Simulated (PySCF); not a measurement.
C4H14AlNO.
Structure used (PBE0-D3(BJ)/def2-SVP), in Å, numbered top down from 1:
```xyz
21
C4H14AlNO angstrom
C      1.771    0.712    1.459
N      1.478    0.020    0.234
C      2.280    0.474   -0.869
Al     0.277   -1.336    0.123
O     -1.459   -0.315   -0.053
C     -1.488    0.940   -0.709
C     -2.693   -1.007   -0.023
H      1.190    0.293    2.297
H      1.536    1.798    1.407
H      2.843    0.641    1.739
H      3.368    0.373   -0.671
H      2.058   -0.108   -1.778
H      2.110    1.547   -1.112
H      0.293   -2.106   -1.283
H     -0.111   -2.102    1.474
H     -0.470    1.342   -0.644
H     -2.197    1.611   -0.198
H     -1.783    0.818   -1.765
H     -3.454   -0.397    0.489
H     -2.530   -1.935    0.542
H     -3.030   -1.246   -1.044
```

Linear response at CAM-B3LYP/def2-SVPD (PySCF, frozen core in the response, non-relativistic). One conformer (not necessarily the lowest) at the PBE0-D3(BJ)/def2-SVP geometry, without solvent, vibrations or thermal averaging.

Static isotropic polarisability: 94.88 au (14.06 Å³), principal values 88.9, 91.0, 104.7 au.

(1) What is the polarisability at 1064 nm and at the sodium D line?

(2) What is the isotropic C6 coefficient between two such molecules, C6 = (3/π)∫α(iω)² dω?

(3) Which effective excitation energy ω̄ makes London's formula C6 = (3/4)α²ω̄ exact here?

(4) How many electrons N does the Slater–Kirkwood formula C6 = (3/4)·√N·α^(3/2) need to give this C6?

(5) What three-body coefficient follows from the one-pole estimate C9 = (3/4)·α·C6?

(6) What n − 1 at the D line would an ideal gas of it have at 273.15 K and 1 atm (2.6868 × 10¹⁹ cm⁻³), by n − 1 = 2π·N·α′?

Answers

(1) 95.76 au at 1064 nm (+0.9 %), 97.85 au at 589.3 nm (+3.1 %). The rise at 589.3 nm is 3.39 times that at 1064 nm; a pure ω² law gives 3.26. The lowest singlet lies at 232 nm, shorter than both wavelengths.

(2) 3575 au (Eh·bohr⁶) by a ten-point quadrature over imaginary frequencies, which is 2140 eV·Å⁶ or 206 J·nm⁶/mol.

(3) ω̄ = 4·C6/(3α²) = 0.530 Eh = 14.4 eV. A one-pole form α(ω) = α/(1 − ω²/ω̄²) fitted to the 1064 nm value gives 12.2 eV.

(4) N = (4·C6/3)²/α³ = 26.6; the species has 66 electrons in all.

(5) 254000 au. This is an estimate from the two numbers above, not a computed integral.

(6) 24.48 × 10⁻⁴, a formal value whether or not that pressure can be reached.
